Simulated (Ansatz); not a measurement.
Consider the ligand exchange at the In–C bond: `[CH3][In]([SiH3])[Cl]` + HCl → `[SiH3][In]([Cl])[Cl]` + CH₄.

Gas-phase electronic energies from Ansatz, PBE0-D4/def2-TZVP geometries. CBS: MP2 limit from def2 TZ/QZ plus the TZ coupled-cluster correction, frozen cores. This one scheme is used for every species. DFT in def2-TZVPP. B3LYP here is the variant with VWN-RPA as its local correlation; programs differ in this. def2 core potentials past Kr. For In outer-core shells are correlated without core-valence functions, which leaves a few kJ/mol of doubt a bond.

```tsv
level	ΔE (kcal/mol)	difference from CCSD(T)/CBS
revPBE-D4	-33.4	0.6
r2SCAN-D4	-35.5	-1.5
PBE0-D4	-34.4	-0.4
r2SCANh-D4	-35.6	-1.6
ωB97X-V	-34.9	-0.9
r2SCAN	-35.6	-1.6
PBE0	-34.5	-0.5
B3LYP	-35.7	-1.7
r2SCANh	-35.7	-1.7
r2SCAN0	-35.9	-1.9
BHLYP	-37.2	-3.2
CAM-B3LYP	-35.4	-1.4
CCSD(T)/def2-SVP	-36.5	-2.5
CCSD/def2-TZVPP	-33.3	0.7
MP2/CBS(def2)	-34.4	-0.4
CCSD/CBS(def2)	-34.4	-0.4
CCSD(T)/CBS	-34.0	0
```

Largest T1 diagnostic among the species: 0.013.

At CCSD(T), def2-SVP lies −2.5 kcal/mol from the extrapolated value and def2-TZVPP +1.1 kcal/mol. Leaving LDA and LC-ωPBE aside and taking each functional with its dispersion term where it has one, the values, not all of them listed here, spread over 3.8 kcal/mol, from BHLYP-D4 to revPBE-D4. LDA lies +2.0 kcal/mol from PBE without D4. From PBE to PBE0 (25 % exact exchange), in def2-TZVPP and without D4, ΔE moves by −0.9 kcal/mol.
